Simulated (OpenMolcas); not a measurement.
A calculation on Si I.

| Quantity | Value |
| --- | --- |
| Program | OpenMolcas 26.06 |
| Method | CASSCF |
| Basis | ANO-RCC-VTZP [5s4p2d1f] |
| Scalar Hamiltonian | DKH2, point nucleus |
| Active space | 4 electrons in 4 orbitals (3s 3p) |
| State averaging | 2S+1 = 3 even, 3 roots; 2S+1 = 1 even, 6 roots; 2S+1 = 5 odd, 1 root; 2S+1 = 3 odd, 5 roots |
| Spin-orbit coupling | RASSI with atomic mean-field integrals over the reference wave functions, term energies averaged over their components |

(1) Which level of the active space comes out lowest?

(2) How high does 3s 3p³ ⁵S°₂ lie?

(3) How high does 3s² 3p² ¹D₂ lie?

(4) How high does 3s² 3p² ³P₁ lie?

Measured values: NIST Handbook of Basic Atomic Spectroscopic Data.

## Answers

(1) 3s² 3p² ³P₀, with 100 % of that term; it is also the measured ground level.

(2) 2.8312 eV above the lowest level; measured 4.1319 eV above the ground level, so the calculation is off by -31 %.

(3) 1.0970 eV above the lowest level; measured 0.7810 eV above the ground level, so the calculation is off by +40 %.

(4) 0.0083 eV above the lowest level; measured 0.0096 eV above the ground level, so the calculation is off by -13 %.

Without dynamic correlation excited terms often stand tens of per cent too high (terms of higher spin than the ground term too low), and those without a measured partner can miss by more than the paired ones. Terms of s pⁿ other than that of highest spin mix with s² pⁿ⁻² d, which this space lacks; all of them can be thousands of cm-1 off, and some have no real level of that name. Measured partners are found by configuration, term and J. A level has none where our copy of the source lacks it or the pairing is in doubt (some pairs that miss far off the trend of their configuration count as doubtful), and it then counts in no deviation. Levels of configurations outside the active space are missing.

° marks odd parity.
